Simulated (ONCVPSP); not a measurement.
# copper (Cu) ONCV: all-electron and pseudo phase curves

- Element: copper
- Generator: ONCVPSP 4.0.1
- Type: optimised norm-conserving Vanderbilt (ONCV)
- Functional: revPBE
- Relativity: scalar-relativistic
- Frozen core: [Ne]
- Valence charge: 19
- Reference configuration: 3s2 3p6 3d10 4s0.5 (charge +0.5)
- Partial waves: 3s+4s: rc 1.30 bohr, ncon 4, nbas 9, qcut 7.1 1/bohr, 2 projectors; 3p: rc 1.05 bohr, ncon 5, nbas 9, qcut 10.2 1/bohr, 2 projectors, debl 1.8 Ha; 3d: rc 1.00 bohr, ncon 4, nbas 9, qcut 14.5 1/bohr, 2 projectors, debl 1.9 Ha
- Local potential: polynomial inside 0.90 bohr (lpopt 5, dvloc0 0 Ha)
- Core correction: polynomial model core, fcfact 0.15

In the p channel the program set the typed energies aside and used -2.799, 0.250 Ha.

The phase is arctan(r·R′/R) of the radial function R(r), unwrapped; energies in Ha, scanned from -6 to 5 Ha. A pole is an energy at which the radial function vanishes at the test radius. The pseudo phase is shifted by a multiple of π to meet the all-electron one at the reference energy, and phase errors are pseudo minus all-electron; the curves can meet again beyond the range given. Levels narrower than the energy grid can be missing from the lists of poles.

```
channel  radius (bohr)  reference energy (Ha)  poles, all-electron  poles, pseudo  unbroken range about the reference energy with phases within 0.05 rad  phase error 1 Ha above the reference energy (rad)
      s           1.32                  -0.29                -3.96          -3.96                                                        the whole range                                             -0.001
      p           1.06                  -2.80                -1.09          -1.09                                                        the whole range                                             -0.000
      d           1.01                  -0.33                 1.79           1.79                                                        the whole range                                             +0.000
```

Phases in the p channel:

```
E (Ha)  all-electron  pseudo
 -5.96         0.894   0.894
 -5.40         0.721   0.721
 -4.84         0.415   0.415
 -4.28        -0.107  -0.107
 -3.72        -0.693  -0.693
 -3.16        -1.079  -1.079
 -2.60        -1.298  -1.298
 -2.04        -1.431  -1.431
 -1.48        -1.522  -1.522
 -0.92        -1.590  -1.590
 -0.36        -1.646  -1.646
  0.20        -1.696  -1.696
  0.76        -1.744  -1.744
  1.32        -1.792  -1.792
  1.88        -1.844  -1.844
  2.44        -1.903  -1.903
  3.00        -1.974  -1.974
  3.56        -2.065  -2.066
  4.12        -2.188  -2.189
  4.68        -2.363  -2.363
```
